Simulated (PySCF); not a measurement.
AuCl₄ (SMILES [Cl][Au-]([Cl])([Cl])[Cl]), charge -1, singlet, geometry from GFN2-xTB (such geometries of metal compounds can be far from the true shape) (core potentials on Au). Base run: DF-PBE0/def2-SVP run with PySCF.

Here is a job for PySCF.
```python
from pyscf import gto, scf, dft

mol = gto.M(
    atom='''
Au   -0.00000000    0.00000000   -0.00000000
Cl    2.10237282   -0.85465654    0.00310144
Cl    0.85465979    2.10237254   -0.00228057
Cl   -2.10237282    0.85465654   -0.00310144
Cl   -0.85465979   -2.10237254    0.00228057
''',
    basis='def2-svp',
    ecp={'Au': 'def2-svp'},
    charge=-1,
    verbose=4,
)

mf = dft.RKS(mol)
mf.xc = 'pbe0'
mf = mf.density_fit(auxbasis='def2-universal-jkfit')
mf.kernel()
```

Variants of this job, named by their change:

```json
[
 {"change": "base", "basis functions": "104", "E (Eh)": "-1975.52708", "HOMO (eV)": "-3.36", "HOMO-LUMO gap (eV)": "4.21"},
 {"change": "basis = jorge-DZP-DKH; relativity = spin-free X2C (without ecp={'Au': 'def2-svp'}; without mf = mf.density_fit(auxbasis='def2-universal-jkfit'))", "basis functions": "159", "E (Eh)": "-20830.04267", "HOMO (eV)": "-3.73", "HOMO-LUMO gap (eV)": "4.67"},
 {"change": "basis = ANO-RCC-VDZP; relativity = spin-free X2C; nucleus = Gaussian (with nucmod='G'; without ecp={'Au': 'def2-svp'}; without mf = mf.density_fit(auxbasis='def2-universal-jkfit'))", "basis functions": "131", "E (Eh)": "-20859.90817", "HOMO (eV)": "-3.80", "HOMO-LUMO gap (eV)": "4.18"},
 {"change": "basis = x2c-SVPall; relativity = none (without ecp={'Au': 'def2-svp'}; without mf = mf.density_fit(auxbasis='def2-universal-jkfit'))", "basis functions": "138", "E (Eh)": "-17377.85426", "HOMO (eV)": "-2.97", "HOMO-LUMO gap (eV)": "3.51"},
 {"change": "basis = jorge-DZP-DKH; relativity = spin-free X2C; nucleus = Gaussian (with nucmod='G'; without ecp={'Au': 'def2-svp'}; without mf = mf.density_fit(auxbasis='def2-universal-jkfit'))", "basis functions": "159", "E (Eh)": "-20827.25568", "HOMO (eV)": "-3.73", "HOMO-LUMO gap (eV)": "4.67"},
 {"change": "basis = jorge-DZP-DKH; relativity = none (without ecp={'Au': 'def2-svp'}; without mf = mf.density_fit(auxbasis='def2-universal-jkfit'))", "basis functions": "159", "E (Eh)": "-19220.49488", "HOMO (eV)": "-3.73", "HOMO-LUMO gap (eV)": "3.16"},
 {"change": "basis = x2c-SVPall; relativity = spin-free X2C; nucleus = Gaussian (with nucmod='G'; without ecp={'Au': 'def2-svp'}; without mf = mf.density_fit(auxbasis='def2-universal-jkfit'))", "basis functions": "138", "E (Eh)": "-20858.77947", "HOMO (eV)": "-3.39", "HOMO-LUMO gap (eV)": "4.04"},
 {"change": "basis = x2c-SVPall; relativity = spin-free X2C (without ecp={'Au': 'def2-svp'}; without mf = mf.density_fit(auxbasis='def2-universal-jkfit'))", "basis functions": "138", "E (Eh)": "-20861.89580", "HOMO (eV)": "-3.39", "HOMO-LUMO gap (eV)": "4.04"},
 {"change": "basis = ANO-RCC-VDZP; relativity = none (without ecp={'Au': 'def2-svp'}; without mf = mf.density_fit(auxbasis='def2-universal-jkfit'))", "basis functions": "131", "E (Eh)": "-17190.87555", "HOMO (eV)": "-3.37", "HOMO-LUMO gap (eV)": "3.63"},
 {"change": "basis = ANO-RCC-VDZP; relativity = spin-free X2C (without ecp={'Au': 'def2-svp'}; without mf = mf.density_fit(auxbasis='def2-universal-jkfit'))", "basis functions": "131", "E (Eh)": "-20863.68921", "HOMO (eV)": "-3.80", "HOMO-LUMO gap (eV)": "4.18"}
]
```

Totals shift with the method and basis; they matter in differences.

Basis sets contracted for a relativistic Hamiltonian are a mismatch without it, so the rows without relativity aren't non-relativistic limits. No row has spin-orbit coupling; sets with core potentials leave out the core electrons.
